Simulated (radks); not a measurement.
Ir2+, 75 electrons, occupied as [Kr] 4d10 4f14 5s2 5p4 5d9 (not the ground configuration). Method: scalar-relativistic Kohn-Sham, exchange-only B88, spin-polarised, spherical densities, finite nucleus; open shells are filled with parallel spins first (spin-orbit coupling, left out, can overturn this in heavy ions); Fermi nuclear charge, rms radius 5.4032 fm; computed with a radial shooting solver on a logarithmic mesh with Libxc functionals.

Local quantities along the radius. ELF = 1/(1 + alpha^2) is the electron localisation function; alpha = (tau - tau_W)/tau_unif compares the Pauli kinetic energy density with that of the uniform gas (summed over spins); 4 pi r^2 rho is in e/bohr. tau is taken from the large components.

r (bohr),ELF,alpha,4 pi r^2 rho
0.001774,0.999,0.02755,21.11
0.002366,0.999,0.03203,31.00
0.003155,0.998,0.03931,44.15
0.004208,0.997,0.05163,60.36
0.005613,0.995,0.07386,78.20
0.007486,0.986,0.1175,94.50
0.009905,0.959,0.2077,104.5
0.01321,0.850,0.4199,105.3
0.01762,0.568,0.8724,98.32
0.0235,0.342,1.386,94.19
0.03134,0.413,1.193,106.1
0.04181,0.660,0.7183,131.4
0.05576,0.737,0.5980,143.2
0.07378,0.537,0.9284,125.8
0.0984,0.348,1.367,111.1
0.1312,0.591,0.8318,127.5
0.175,0.708,0.6424,123.3
0.2335,0.361,1.329,81.03
0.3114,0.404,1.215,74.07
0.412,0.708,0.6417,83.45
0.5495,0.596,0.8228,55.73
0.7329,0.316,1.472,27.16
0.9775,0.467,1.069,18.09
1.304,0.583,0.8452,12.32
1.739,0.428,1.156,6.138
2.301,0.210,1.937,2.244
3.069,0.053,4.232,0.5134
4.093,0.005,14.13,0.06182
5.459,0.000,85.22,0.003056

On this mesh the ELF has minima near r = 0.027, 0.098, 0.27, 0.73 bohr, which separate the shells, and maxima near 0.056 (0.74), 0.18 (0.71), 0.41 (0.71), 1.3 (0.58).
